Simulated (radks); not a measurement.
Q: Dy II, configuration [Kr] 4d10 4f10 5s1 5p6 6s1 5f1 (not the ground configuration). Method: Dirac Kohn-Sham, PBEsol, spin-unpolarised, spherical densities, point nucleus; open shells are shared between the two j in proportion to 2j + 1; computed with a radial shooting solver on a logarithmic mesh with Libxc functionals.

Spin-orbit splittings of the eigenvalues, e(l+1/2) - e(l-1/2), with zeta = 2 splitting/(2l+1) and mean radii in bohr:

shell  occ.  splitting (eV)  zeta (eV)  <r> j=l-1/2  <r> j=l+1/2
2p        6           799.8      533.2      0.07439      0.08144
3p        6           166.1      110.7       0.2238       0.2372
3d       10               ?          ?       0.2097       0.2138
4p        6           37.13      24.75       0.5407       0.5715
4d       10           6.718      2.687       0.6041       0.6150
4f       10          0.9002     0.2572       0.8318       0.8460
5p        6           5.024      3.349        1.434        1.528
5f        1        0.003026  0.0008647        8.019        8.033

Estimate the 3d splitting.

A: 36.28 eV (zeta = 14.51 eV).
